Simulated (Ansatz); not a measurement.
A run for Ansatz (a first-principles code): SC-NEVPT2 on CASSCF(6,4)/cc-pVDZ on BF2HO (SMILES OB(F)F), a point of a bond scan (R = 3.597 Å).

Ansatz 0.2 input:
```yaml
crystal:
  periodic: [false, false, false]
  atoms:
    - {symbol: B, position_ang: [-0.01132654, -0.00676178, 0.01792770]}
    - {symbol: F, position_ang: [3.49241408, -0.56675150, -0.57503342]}
    - {symbol: F, position_ang: [-0.53872025, -0.47351002, 1.13641053]}
    - {symbol: O, position_ang: [-0.79276045, 0.65749755, -0.85724911]}
    - {symbol: H, position_ang: [-0.32999807, 0.96290708, -1.64415257]}
basis:
  gaussian:
    orbitals: cc-pVDZ
    pivot_positions_ang: [[-0.01132654, -0.00676178, 0.01792770], [3.49241408, -0.56675150, -0.57503342], [-0.53872025, -0.47351002, 1.13641053], [-0.79276045, 0.65749755, -0.85724911], [-0.32999807, 0.96290708, -1.64415257]]
magnetization: {spin_polarized: false}
correlation: {method: sc_nevpt2, electrons: outside_noble_gas, active_space: {window: {electrons: 6, orbitals: 4}}}
output: {orbitals: {seedname: ./end}}
```

Program output:

```
WARN ansatz: RAYON_NUM_THREADS=1 ignored (pool sized by the plan → 1); use --threads N
Functional definition: HF
integrals: 0.01 GiB planned
614 factors; integrals over basis functions are off by at most 3.3e-4 eV
mean field: 0.10 GiB planned
mean field evaluation 1: about -8126.5608 eV, gradient 5.2e1 eV
mean field evaluation 2: about -8126.5614 eV, gradient 5.2e1 eV
mean field evaluation 4: about -8129.9607 eV, gradient 2.9e1 eV
mean field evaluation 8: about -8131.9449 eV, gradient 2.2e0 eV
mean field evaluation 16: about -8132.0063 eV, gradient 2.6e-6 eV
mean field -8132.00634538 eV, -298.8457211208 hartree, gradient 2.6e-6 eV, S^2 0.000000; 0 other end points of the search recorded, 0 dependent functions left out; unrestricted orbitals would lower it
reference -8132.00634538 eV, -298.8457211208 hartree; 16, 16 occupied and 45, 45 virtual orbitals, 614 factors
configuration interaction: 0.14 GiB planned
configuration interaction: 0.00 GiB planned
state -8136.17247510 eV, -298.9988235643 hartree
state -8136.17247510 eV, -298.9988235643 hartree; corrected -8151.78321004 eV, -299.5725074920 hartree
WARN: 2 active orbitals are nearly empty or full. The corrections depend on them more than the energy does, and are more stable in an active space without them
Total energy: -8151.78321004 eV, -299.5725074920 hartree
```

Self-consistency was reached.

Warnings raised: idle orbitals.

Cost: very roughly 5 core-seconds.
